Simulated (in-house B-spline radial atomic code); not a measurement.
# B3LYP (VWN-RPA) excitations of As³⁺

Method: B3LYP (VWN-RPA). Computed with an all-electron radial atomic-structure program (B-spline basis): linear response of the closed shell [Ar] 3d10 4s2 with the functional's adiabatic kernel; scalar-relativistic (spin-free one-electron X2C), finite nucleus, no spin-orbit coupling, no double excitations, S, P, D and F terms only; shells from n = 2 respond. Only terms of natural parity with L up to 3 were computed.

Command:
```bash
python run_td.py task.json out
```
Settings (radii: box in bohr, nucleus in fm):
```
Z                        33
electrons                30
configuration            [Ar] 3d10 4s2
hamiltonian              x2c
method                   b3lyp
box_radius               23.08
rms_radius               4.0968
intervals                72
```

Run time, properties included: 2.3 s on 1 thread of Arm Neoverse N1, on a shared host.

The lowest states, in the order of their Tamm-Dancoff energies; the method's threshold (minus the highest occupied level) is 45.62 eV. Labels give the largest channel, * marks a mixed state, and oscillator strengths are full-response dipole values. Semilocal kernels can invert the small singlet-triplet splittings of Rydberg terms. Energies in eV:

```
     state  full response  Tamm-Dancoff  oscillator strength
4s → 4p 3P          9.767         9.917                    -
4s → 4p 1P         14.194        14.772                 1.64
4s → 4d 3D              ?             ?                    -
4s → 4d 1D         26.562        26.576                    -
4s → 5s 3S         26.956        26.961                    -
4s → 5s 1S         27.731        27.762                    -
4s → 5p 3P          30.61         30.61                    -
4s → 5p 1P          30.95         31.01               0.0173
4s → 4f 3F          34.90         34.90                    -
4s → 4f 1F          34.99         34.99                    -
4s → 5d 3D          35.62         35.63                    -
4s → 6s 3S          35.85         35.85                    -
4s → 5d 1D              ?             ?                    -
4s → 6s 1S          36.09         36.10                    -
4s → 6p 3P          37.32         37.32                    -
4s → 6p 1P          37.45         37.46               0.0142
```

Q: Where does 4s → 4d 3D lie?

A: At 25.454 eV in full response, 25.479 eV in Tamm-Dancoff.

Q: Where does 4s → 5d 1D lie?

A: At 35.86 eV in full response, 35.86 eV in Tamm-Dancoff.

Q: How large is the singlet-triplet splitting of 4s → 4p (P terms) in Tamm-Dancoff?

A: 4.86 eV, from the unrounded values.

Q: What polarisabilities and dispersion coefficient does the method give?

A: Dipole 6.735 bohr³, quadrupole 14.52 bohr⁵, C6 21.13 hartree·bohr⁶ for two such species.
